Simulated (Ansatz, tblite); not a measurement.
Removing an electron: Sn(vinyl)I3 (C2H3I3Sn). Charge 0, multiplicity 1. Geometry: PBE-D4/def2-SVP. Ansatz, gas phase; energy differences of separate SCF runs; the oxidised species was run as a doublet alone.

```xyz
9

Sn   -1.262    0.166    0.267
C     0.863    0.469    0.086
C     1.668   -0.454   -0.460
H     1.236    1.433    0.474
H     1.301   -1.420   -0.849
H     2.756   -0.282   -0.545
I    -2.389   -0.232   -2.176
I    -2.377    2.352    1.430
I    -1.798   -2.032    1.775
```

In the def2 sets I, Sn take a core potential; there is no spin–orbit coupling. The xTB rows come from tblite. HOMO above LUMO, or a gap near zero within one spin, warns that the state may not be the lowest or that an electron is smeared out.

| level | −HOMO (eV) | vertical IE (eV) | −LUMO (eV) | HOMO–LUMO gap (eV) | remarks |
| --- | --- | --- | --- | --- | --- |
| GFN1-xTB | 11.14 | 13.85 | 8.44 | 2.70 | – |
| GFN2-xTB | 11.67 | 14.00 | 9.70 | 1.97 | – |
| PBE-D4/def2-TZVP | 6.50 | 8.72 | 3.75 | 2.75 | gap within one spin near zero (+1 doublet) |
| revPBE-D4/def2-TZVP | 6.45 | 8.68 | 3.67 | 2.78 | gap within one spin near zero (+1 doublet) |
| PBE0-D4/def2-TZVP | 7.64 | 9.21 | 3.06 | 4.58 | – |

  Raw xTB energy differences between charge states are shifted by several eV; the methods need an empirical correction for them.
